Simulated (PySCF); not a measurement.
PySCF input for C₂H₆GeN₂, SMILES [NH2][Ge@H]1[CH]=N[CH2]1, PBE/pcSseg-1. Coordinates come from a TPSSh-D3(BJ)/def2-SVP optimisation. The structure was generated by enumeration; whether it is a known compound was not checked. One conformer was computed; it need not be the lowest.

```python
import numpy as np
from pyscf import gto, scf, dft
from pyscf.prop.nmr import rks as nmr

mol = gto.M(
    atom='''
    N     1.91053913    0.00605129    0.80019647
    Ge    0.41081881   -0.20986878   -0.23742097
    C    -1.30683392   -0.71204302    0.61290966
    N    -1.98596774    0.30052375    0.20252101
    C    -1.03745649    1.17192736   -0.52588986
    H     2.78465042    0.15592096    0.29742448
    H     1.84162041    0.67118684    1.56926606
    H     0.89300161   -1.02210186   -1.46116359
    H    -1.77368143   -1.51318234    1.20555377
    H    -0.91524236    2.13500366   -0.00328879
    H    -1.38280778    1.38364217   -1.55146181
    ''',
    basis='pcSseg-1',
    charge=0,
    spin=0,
    max_memory=1600,
    verbose=3,
)
mf = dft.RKS(mol, xc='pbe')
mf.grids.level = 3
mf.conv_tol = 1e-10
mf.max_cycle = 100
mf.kernel()
n = nmr.NMR(mf)
n.verbose = 2
n.max_cycle_cphf = 60
sigma = n.kernel()
print('atom   isotropic/ppm   span/ppm')
for i, s in enumerate(sigma):
    w = np.linalg.eigvalsh((s + s.T) / 2)
    print(f'{mol.atom_symbol(i):2s}{i + 1:3d} {w.mean():14.3f} {w[2] - w[0]:11.3f}')
```

It prints:

```
converged SCF energy = -2265.50527013915
atom   isotropic/ppm   span/ppm
N   1        223.554      49.140
Ge  2       1229.767     341.292
C   3        -13.653     169.166
N   4       -230.120     843.583
C   5        103.880     106.791
H   6         30.034      18.533
H   7         30.096      15.831
H   8         24.997      14.841
H   9         22.899       4.382
H  10         26.739       5.427
H  11         26.688       6.007
```

The calculation finished and met its thresholds.

Cost: roughly 40 core-seconds.
